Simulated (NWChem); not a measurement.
System: CH3BeCl; SMILES [CH3][Be][Cl]

NWChem input:

```
start job
memory heap 200 mb stack 900 mb global 1100 mb
geometry units angstroms noautosym nocenter noautoz
  Be     0.000000     0.000000     0.493469
  Cl     0.000000     0.000000    -1.319757
  C      0.000000     0.000000     2.171147
  H     -0.890179    -0.495187     2.581625
  H      0.016245     1.018511     2.581625
  H      0.873934    -0.523324     2.581625
end
basis spherical
  * library def2-svpd
end
dft
  xc bhlyp
  iterations 150
end
property
  response 1 0.0
end
task dft property
```

Output (shortened):

```
             Northwest Computational Chemistry Package (NWChem) 7.3.0
             --------------------------------------------------------

                             Geometry "geometry" -> ""
                             -------------------------

 Output coordinates in angstroms (scale by  1.889725989 to convert to a.u.)

  No.       Tag          Charge          X              Y              Z
 ---- ---------------- ---------- -------------- -------------- --------------
    1 Be                   4.0000     0.00000000     0.00000000     0.49346900
    2 Cl                  17.0000     0.00000000     0.00000000    -1.31975700
    3 C                    6.0000     0.00000000     0.00000000     2.17114700
    4 H                    1.0000    -0.89017900    -0.49518700     2.58162500
    5 H                    1.0000     0.01624500     1.01851100     2.58162500
    6 H                    1.0000     0.87393400    -0.52332400     2.58162500

 Effective nuclear repulsion energy (a.u.)      61.8766834862

                              NWChem Property Module
                              ----------------------

                                 NWChem DFT Module
                                 -----------------

 Summary of "ao basis" -> "ao basis" (spherical)
 ------------------------------------------------------------------------------
       Tag                 Description            Shells   Functions and Types
 ---------------- ------------------------------  ------  ---------------------
 Be                        def2-svpd                 6       12   3s3p
 Cl                        def2-svpd                11       27   5s4p2d
 C                         def2-svpd                 8       20   4s2p2d
 H                         def2-svpd                 4        8   2s2p

            General Information
            -------------------
          SCF calculation type: DFT
          Wavefunction type:  closed shell.
          No. of atoms     :     6
          No. of electrons :    30
           Alpha electrons :    15
            Beta electrons :    15
          Charge           :     0
          Spin multiplicity:     1
          Use of symmetry is: off; symmetry adaption is: off
          Maximum number of iterations: 150
          AO basis - number of functions:    83
                     number of shells:    37
          Convergence on energy requested:  1.00D-06
          Convergence on density requested:  1.00D-05
          Convergence on gradient requested:  5.00D-04

              XC Information
              --------------
                        BHLYP Method XC Functional
                     Hartree-Fock (Exact) Exchange  0.500
                        Slater Exchange Functional  0.500 local
                    Becke 1988 Exchange Functional  0.500 non-local
              Lee-Yang-Parr Correlation Functional  1.000

             Grid Information
             ----------------
          Grid used for XC integration:  medium
          Radial quadrature: Mura-Knowles
          Angular quadrature: Lebedev.
          Tag              B.-S. Rad. Rad. Pts. Rad. Cut. Ang. Pts.
          ---              ---------- --------- --------- ---------
          Be                  1.05       49          11.0       434
          Cl                  1.00       88          12.0       590
          C                   0.70       49          12.0       434
          H                   0.35       45          13.0       434
          Grid pruning is: on
          Number of quadrature shells:   321
          Spatial weights used:  Erf1

      Superposition of Atomic Density Guess
      -------------------------------------

 Sum of atomic energies:        -513.00621368

      Non-variational initial energy
      ------------------------------

 Total energy =    -514.068957
 1-e energy   =    -827.659967
 2-e energy   =     251.714326
 HOMO         =      -0.412165
 LUMO         =       0.001366

   convergence    iter        energy       DeltaE   RMS-Dens  Diis-err
 ---------------- ----- ----------------- --------- --------- ---------
 d= 0,ls=0.0,diis     1   -514.6961068959 -5.77D+02  1.20D-02  1.89D-01
 d= 0,ls=0.0,diis     2   -514.7211505655 -2.50D-02  3.72D-03  3.74D-02
 d= 0,ls=0.0,diis     3   -514.7261497628 -5.00D-03  8.52D-04  4.35D-03
 d= 0,ls=0.0,diis     4   -514.7268033244 -6.54D-04  1.67D-04  2.77D-05
 d= 0,ls=0.0,diis     5   -514.7268082733 -4.95D-06  4.41D-05  9.61D-06
  Resetting Diis
 d= 0,ls=0.0,diis     6   -514.7268097300 -1.46D-06  8.26D-06  1.84D-07
 d= 0,ls=0.0,diis     7   -514.7268097601 -3.00D-08  3.58D-06  1.81D-08

         Total DFT energy =     -514.726809760065
      One electron energy =     -830.573150392553
           Coulomb energy =      291.626479513060
    Exchange-Corr. energy =      -37.656822366792
 Nuclear repulsion energy =       61.876683486221

 Numeric. integr. density =       29.999998344692

                       DFT Final Molecular Orbital Analysis
                       ------------------------------------

 Vector   13  Occ=2.000000D+00  E=-3.953800D-01
              MO Center=  8.4D-05, -3.9D-03, -1.2D+00, r^2= 1.5D+00
   Bfn.  Coefficient  Atom+Function         Bfn.  Coefficient  Atom+Function
  ----- ------------  ---------------      ----- ------------  ---------------
    24      0.595434  2 Cl px                21      0.460478  2 Cl px
    18      0.265664  2 Cl px                 4     -0.113019  1 Be px
    27      0.092640  2 Cl px                47     -0.058164  3 C  px
    44     -0.052196  3 C  px                58     -0.044865  3 C  d  1
    76     -0.041970  6 H  s                 60      0.041071  4 H  s

 Vector   14  Occ=2.000000D+00  E=-3.953800D-01
              MO Center= -8.4D-05,  3.9D-03, -1.2D+00, r^2= 1.5D+00
   Bfn.  Coefficient  Atom+Function         Bfn.  Coefficient  Atom+Function
  ----- ------------  ---------------      ----- ------------  ---------------
    25      0.595434  2 Cl py                22      0.460478  2 Cl py
    19      0.265664  2 Cl py                 5     -0.113019  1 Be py
    28      0.092640  2 Cl py                48     -0.058163  3 C  py
    45     -0.052196  3 C  py                68     -0.047944  5 H  s
    56      0.044865  3 C  d -1              75     -0.036577  5 H  pz

 Vector   15  Occ=2.000000D+00  E=-3.798170D-01
              MO Center=  2.9D-08,  8.1D-08,  1.8D+00, r^2= 1.5D+00
   Bfn.  Coefficient  Atom+Function         Bfn.  Coefficient  Atom+Function
  ----- ------------  ---------------      ----- ------------  ---------------
    46      0.470305  3 C  pz                 6      0.366006  1 Be pz
     2     -0.318931  1 Be s                 49      0.204069  3 C  pz
    43      0.175450  3 C  s                  1      0.143898  1 Be s
    60      0.116764  4 H  s                 68      0.116764  5 H  s
    76      0.116764  6 H  s                  3     -0.098134  1 Be s

 Vector   16  Occ=0.000000D+00  E= 1.740001D-02
              MO Center=  2.2D-06, -3.8D-05,  5.4D-01, r^2= 9.6D+00
   Bfn.  Coefficient  Atom+Function         Bfn.  Coefficient  Atom+Function
  ----- ------------  ---------------      ----- ------------  ---------------
     3      3.393032  1 Be s                 17     -1.927429  2 Cl s
    29     -1.204119  2 Cl pz                 9     -0.843861  1 Be pz
    42      0.509566  3 C  s                 16     -0.283905  2 Cl s
    12      0.267188  1 Be pz                41     -0.243202  3 C  s
    43     -0.216504  3 C  s                 61     -0.206427  4 H  s

 Vector   17  Occ=0.000000D+00  E= 2.431530D-02
              MO Center= -1.6D-03, -4.8D-02,  5.7D-01, r^2= 8.3D+00
   Bfn.  Coefficient  Atom+Function         Bfn.  Coefficient  Atom+Function
  ----- ------------  ---------------      ----- ------------  ---------------
    11      0.953687  1 Be py                 5     -0.370493  1 Be py
    28     -0.239357  2 Cl py                25     -0.203113  2 Cl py
    48     -0.142835  3 C  py                22     -0.138712  2 Cl py
    69      0.134925  5 H  s                 74     -0.127186  5 H  py
    68     -0.119155  5 H  s                 36      0.085356  2 Cl d -1

 Vector   18  Occ=0.000000D+00  E= 2.431550D-02
              MO Center=  1.6D-03,  4.8D-02,  5.7D-01, r^2= 8.3D+00
   Bfn.  Coefficient  Atom+Function         Bfn.  Coefficient  Atom+Function
  ----- ------------  ---------------      ----- ------------  ---------------
    10      0.953687  1 Be px                 4     -0.370495  1 Be px
    27     -0.239353  2 Cl px                24     -0.203113  2 Cl px
    47     -0.142836  3 C  px                21     -0.138712  2 Cl px
    61     -0.117415  4 H  s                 77      0.116305  6 H  s
    65     -0.108440  4 H  px                81     -0.106799  6 H  px

     Multipole analysis of the density
     ---------------------------------

     L   x y z        total         alpha         beta         nuclear
     -   - - -        -----         -----         ----         -------
     0   0 0 0     -0.000000    -15.000000    -15.000000     30.000000

     1   1 0 0     -0.000000     -0.000000     -0.000000      0.000000
     1   0 1 0     -0.000000     -0.000000     -0.000000      0.000000
     1   0 0 1      0.499680     -0.042844     -0.042844      0.585369

[...]

 DFT Linear Response polarizability / au
 Frequency  =       0.0000000 / au
              X              Y              Z
 -----------------------------------------------
 X      35.6084033      0.0000030     -0.0000024
 Y       0.0000030     35.6084151      0.0000016
 Z      -0.0000024      0.0000016     48.9987567
 -----------------------------------------------
 Eigenvalues =      35.6084026     35.6084159     48.9987567
 Isotropic   =      40.0718584
 Anisotropic =      13.3903475
 -----------------------------------------------

 Magnetic Dipole Response Matrix (nonzero elements):

 Exiting AOResponse driver routine
```

Level: BHandHLYP/def2-SVPD. Coordinates come from a B3LYP/6-31G* (spherical d) optimisation.
